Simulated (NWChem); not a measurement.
Molecule: C$_{4}$H$_{4}$ClF; SMILES Cl[C@@H](F)C=C=C

```xyz
10

C      0.3567    -3.0552     0.2674
C      0.0262    -1.8724    -0.1746
C     -0.3017    -0.6800    -0.6054
C     -0.4176     0.4928     0.3130
F     -1.6321     1.1010     0.1551
Cl     0.8657     1.7384    -0.0676
H     -0.3952    -3.7684     0.5994
H      1.3966    -3.3724     0.3162
H     -0.5026    -0.4869    -1.6578
H     -0.2773     0.2304     1.3620
```
Atoms are numbered in this order, from 1.

Program: NWChem. Pople sets run with spherical d functions. Structure relaxed at the B3LYP/6-31G* (spherical d) level. Level: M06-2X/6-31G* with SMD (1 M gas to 1 M solution), gas-phase geometry.

| solvent | dielectric constant | solvation free energy (kcal/mol) | cavity-dispersion-structure term (kcal/mol) | dipole in solution (D) |
|---|---|---|---|---|
| water | 78.4 | -1.3 | 4.0 | 3.72 |
| ethyl acetate | 5.99 | -5.4 | -0.9 | 3.56 |
| 2-propanol | 19.3 | -5.4 | -0.3 | 3.68 |
| dimethyl sulfoxide | 46.8 | -4.2 | 1.1 | 3.71 |
| diethyl ether | 4.24 | -5.5 | … | … |
| 1-propanol | 20.5 | -5.3 | -0.2 | 3.68 |
| 1,4-dioxane | 2.21 | -2.9 | -0.1 | 3.31 |

Question: Some entries are withheld; supply them.

Answer: 
- diethyl ether, cavity-dispersion-structure term (kcal/mol): -1.5
- diethyl ether, dipole in solution (D): 3.50
